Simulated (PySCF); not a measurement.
## Cr²⁺: excitation energy

Cr²⁺ [Ar] 3d4 (5D) → Cr²⁺ [Ar] 3d3 4s1 (5F), as a difference of total energies. All numbers are calculated (PySCF 2.14, the spin-free X2C one-electron Hamiltonian (Gaussian nucleus), in x2c-QZVPPall (11s7p5d3f2g, 96 functions)). Correlated levels: valence: [Ar] frozen. The calculations carry no spin-orbit coupling.

```csv
method,excitation energy (eV)
UHF,5.560
MP2 (valence),5.975
SCS-MP2 (valence),5.698
CCSD (valence),5.986
CCSD(T) (valence),5.991
```

Q: How much does correlation contribute at CCSD(T) (valence)?

A: 5.991 − (5.560) = 0.431 eV, measured against UHF.

The basis was made for the ground configuration and has no added diffuse functions, so the excitation energy can come out too high.
